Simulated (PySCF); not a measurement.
## Two-component Hartree-Fock for I²¹⁺ (iodine, charge +21)

Start: [Ar] 3d10 4s2 4p2; 4p1/2 filled at m_j = -1/2, +1/2. Calculated with PySCF 2.14 in an even-tempered Gaussian basis (18 s from 1.4 bohr⁻², ratio 2.8; 13 p from 1.8 bohr⁻², ratio 2.8; 8 d from 3.2 bohr⁻², ratio 2.8; 4 f from 9.3 bohr⁻², ratio 3): generalised Hartree-Fock with the X2C-1e Hamiltonian and a Gaussian nucleus; one run each with spin-orbit coupling (SO) switched off, then screened by Boettger's factors.

| spinor shell | electrons | ε, spin-free (eV) | ε, screened SO (eV) | weight of nominal j (screened SO) | rms radius, screened SO (bohr) |
| --- | --- | --- | --- | --- | --- |
| 1s1/2 | 2 | -33953.8 | -33949.0 | 1.000 | 0.0311 |
| 2s1/2 | 2 | -5858.9 | -5856.7 | 1.000 | 0.127 |
| 2p1/2 | 2 | -5315.1 | -5523.6 | 1.000 | 0.109 |
| 2p3/2 | 4 | -5315.1 | -5219.4 | 1.000 | 0.115 |
| 3s1/2 | 2 | -1679.5 | -1678.1 | 1.000 | 0.330 |
| 3p1/2 | 2 | -1498.1 | -1540.2 | 1.000 | 0.322 |
| 3p3/2 | 4 | -1498.1 | -1477.3 | 1.000 | 0.334 |
| 3d3/2 | 4 | -1231.9 | -1238.6 | 1.000 | 0.305 |
| 3d5/2 | 6 | -1231.9 | -1225.3 | 1.000 | 0.308 |
| 4s1/2 | 2 | -697.35 | -696.71 | 1.000 | 0.716 |
| 4p1/2 | 2 | -639.40 | -646.35 | 1.000 | 0.733 |

| quantity | spin-free | screened SO |
| --- | --- | --- |
| E (hartree) | -6919.64376 | -6922.40029 |
| M_J | 0 | 0 |
| ⟨J²⟩ | 2.002 | 0.000 |
| ⟨L²⟩ | 2.002 | 1.344 |
| ⟨S²⟩ | 2.001 | 1.344 |

Breit and QED terms are absent; they matter most for the inner s and p1/2 levels.

Densities and radii are taken from the X2C orbitals without a picture-change correction, which distorts them close to the nucleus.

Without spin-orbit coupling the j labels of p, d and f shells carry no meaning; the spin-free column gives the mean over the occupied spinors of each nl shell.
